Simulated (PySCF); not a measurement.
# Working out the ionisation energy of Tc

Tc [Kr] 4d5 5s2 (6S) → Tc⁺ [Kr] 4d5 5s1 (7S). All numbers are calculated (PySCF 2.14, scalar relativity by spin-free X2C-1e, in x2c-TZVPPall (8s6p6d2f1g, 79 functions)). Frozen: [Kr]. Energies in hartree (1 hartree = 27.21139 eV):

```csv
part,Tc (lower),Tc⁺ (upper)
UHF,-4283.046492,-4282.842939
CCSD correlation,-0.131471,-0.085774
(T),-0.005026,-0.001523
```

Question: What does Hartree-Fock give?

Answer: (-4282.842939) − (-4283.046492) = 0.203553 hartree = 5.539 eV.

Question: What do CCSD and CCSD(T) give?

Answer: The CCSD correlation energies differ by 0.045697 hartree = 1.243 eV and the triples by 0.003503 hartree = 0.095 eV, so CCSD gives 6.782 eV and CCSD(T) 6.877 eV.

Measured between the centres of the two terms (NIST): 7.119 eV, so CCSD(T) (valence) is off by -0.242 eV.

What remains against the reference includes basis incompleteness, the frozen core and higher excitations.
